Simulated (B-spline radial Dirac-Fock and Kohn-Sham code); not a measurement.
# Cr 4s: cross section and angular parameters

System: neutral chromium, [Ar] 3d5 4s1; threshold 5.76 eV (orbital energy of the model). Calculated with a radial atomic solver, using Dirac-Hartree-Slater photoionisation with a Latter tail; cross sections with all multipoles, angular parameters from the dipole term and its interference with E2.

For linearly polarised light dσ/dΩ = σ/(4π) [1 + β P₂(cos θ) + (δ + γ cos²θ) sin θ cos φ], with θ from the polarisation vector and φ the angle between the beam and the projection of the electron momentum on the plane normal to the polarisation.

```
hν (eV)    σ (kb)      β       γ
   53.4      32.5  1.998   0.105
     60      29.4  1.999   0.121
   77.4      23.1  1.999   0.151
    103      16.8  1.999   0.170
    131      12.3  1.999   0.170
    162      9.10  1.999   0.154
    200      6.66  1.999   0.129
    207      6.32  1.999   0.124
    258      4.51  1.999   0.088
    308      3.41  2.000   0.056
    324      3.15  2.000   0.047
    346      2.84  2.000   0.035
    400      2.24  2.000   0.010
    600      1.12  2.000  -0.043
    694     0.866  2.000  -0.051
    741     0.768  2.000  -0.052
    887     0.550  2.000  -0.044
   1000     0.438  2.000  -0.031
   1070     0.385  2.000  -0.020
   1190     0.313  2.000   0.001
   1240     0.289  2.000   0.010
 1253.6     0.283  2.000   0.013
   1490     0.201  2.000   0.063
   2300    0.0823  2.000   0.264
   2510    0.0683  2.000   0.317
   2650    0.0608  2.000   0.352
   2790    0.0544  2.000   0.387
   3620         ?      ?       ?
   4000    0.0244  2.000   0.669
  15000  0.000906  1.999   2.317
```

Q: Give the values at 3620 eV.

A: σ = 0.0306 kb, β = 2.000, γ = 0.584. For an s subshell δ is negligible.
